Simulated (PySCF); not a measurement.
**Computed spin Hamiltonian**

C5H8FNS (charge +1 and doublet state).
Cartesian coordinates in Å at the GFN2-xTB level; atoms count from 1:
```xyz
16
C5H8FNS angstrom
C      3.1817    0.4907    0.4418
N      1.9797    0.2649    0.6287
C      0.8496    0.0613   -0.1645
C     -0.3137   -0.5134    0.6875
C     -1.6290   -0.7142   -0.0736
C     -2.4385    0.3377    0.6871
F     -2.7729    1.4094   -0.0543
S     -1.0353    0.7128    1.8356
H      3.6574    0.5793   -0.5399
H      3.8295    0.6143    1.3025
H      0.5318    1.0091   -0.6144
H      1.0399   -0.6705   -0.9618
H      0.0502   -1.3855    1.2301
H     -2.0407   -1.7169    0.0282
H     -1.5681   -0.4735   -1.1352
H     -3.3292    0.0032    1.2257
```

The hyperfine couplings belong to this conformer and change with its torsions.

As a line formula: `C=NC[C@@H]1C[C@H](F)[S+]1` [radical] (charge +1).

Method: PySCF 2.14.0, UKS B3LYP, pcH-1 on C F H N S, non-relativistic, mean-field spin-orbit, GIAO. Geometry: GFN2-xTB, one conformer, isolated ion. Couplings are sensitive to structure, and on GFN2-xTB geometries they can be far from those on DFT ones, by a factor of two or more for some ions and for spin on atoms past the first row. The SCF solution wasn't tested for stability.

```
g1, g2, g3                      : 2.00153, 2.01288, 2.02750
g_iso                           : 2.01397
Form of g                       : rhombic: the two nearest values differ by 44 % of g3 − g1
⟨S²⟩                            : 0.7554 (exact 0.7500)
HOMO–LUMO gap, α and β orbitals : 6.41, 1.27 eV
Total energy                    : -747.79011 Eh
```

Isotropic coupling and dipolar principal values T1 to T3, in G; ρ(0) is the spin density at the nucleus (MHz turned into gauss with g_iso; 10 G = 1 mT):

| atom | isotope | a_iso | of which spin–orbit | T1 | T2 | T3 | Mulliken spin population | ρ(0) (bohr⁻³) |
| --- | --- | --- | --- | --- | --- | --- | --- | --- |
| C1 | 13C | -0.2 | 0.0 | -4.0 | 0.2 | 3.8 | -0.05 | -0.0004 |
| N2 | 14N | 20.1 | 0.0 | -6.8 | -5.1 | 11.9 | 0.39 | 0.1754 |
| C3 | 13C | 20.3 | 0.0 | -3.1 | -2.3 | 5.4 | 0.02 | 0.0509 |
| C4 | 13C | -1.2 | 0.2 | -2.7 | -2.4 | 5.1 | 0.01 | -0.0035 |
| C5 | 13C | -0.1 | 0.0 | -0.4 | 0.0 | 0.4 | 0.01 | -0.0003 |
| C6 | 13C | -2.0 | 0.0 | -0.5 | -0.1 | 0.6 | -0.01 | -0.0051 |
| F7 | 19F | 9.3 | 0.6 | -8.7 | -7.5 | 16.2 | 0.01 | 0.0058 |
| S8 | 33S | 5.2 | 0.3 | -16.0 | -15.2 | 31.2 | 0.47 | 0.0396 |
| H9 | 1H | 40.1 | 0.0 | -1.2 | -0.4 | 1.6 | 0.05 | 0.0253 |
| H10 | 1H | 25.7 | 0.0 | -1.6 | -1.2 | 2.9 | 0.03 | 0.0162 |
| H11 | 1H | 3.7 | 0.0 | -1.6 | -0.2 | 1.7 | 0.01 | 0.0023 |
| H12 | 1H | 34.7 | 0.0 | -1.4 | -0.9 | 2.3 | 0.05 | 0.0219 |
| H13 | 1H | 11.7 | 0.0 | -1.3 | 0.2 | 1.1 | 0.02 | 0.0074 |
| H14 | 1H | -0.5 | 0.0 | -0.6 | -0.3 | 0.9 | 0.00 | -0.0003 |
| H15 | 1H | -0.7 | 0.0 | -0.7 | -0.2 | 0.9 | 0.00 | -0.0004 |
| H16 | 1H | 9.1 | 0.0 | -1.0 | -0.4 | 1.4 | 0.01 | 0.0057 |

Largest spin populations (Mulliken): S8 (+0.47) and N2 (+0.39).

The SMILES `C=NC[C@@H]1C[C@H](F)[S+]1` draws the unpaired electron on S8, whose computed spin population is only +0.47.

Under fast tumbling the dipolar parts average out, and these isotropic splittings remain (the largest six): 1 × 1H (H9, I = 1/2, 2 lines) with 4.01 mT, 1 × 1H (H12, I = 1/2, 2 lines) with 3.47 mT, 1 × 1H (H10, I = 1/2, 2 lines) with 2.57 mT, 1 × 14N (N2, I = 1, 3 lines) with 2.01 mT, 1 × 1H (H13, I = 1/2, 2 lines) with 1.17 mT and 1 × 19F (F7, I = 1/2, 2 lines) with 0.93 mT.

The 13C coupling of C3 (57.3 MHz) shows only in satellite lines or after enrichment, since that isotope makes up about 1.07 % of natural carbon.

The 33S coupling of S8 (14.5 MHz) shows only in satellite lines or after enrichment, since that isotope makes up about 0.76 % of natural sulfur.

β density exceeds α density at some nuclei, such as C6 (-0.0051) and C4 (-0.0035), spin density in bohr⁻³. In a single determinant that takes different orbitals for the two spins, that is spin polarisation.

The run took 1.9 min (with the writing of density and orbital grids) on Arm Neoverse V2, one thread (shared host), and the process peaked at 0.98 GiB of memory.
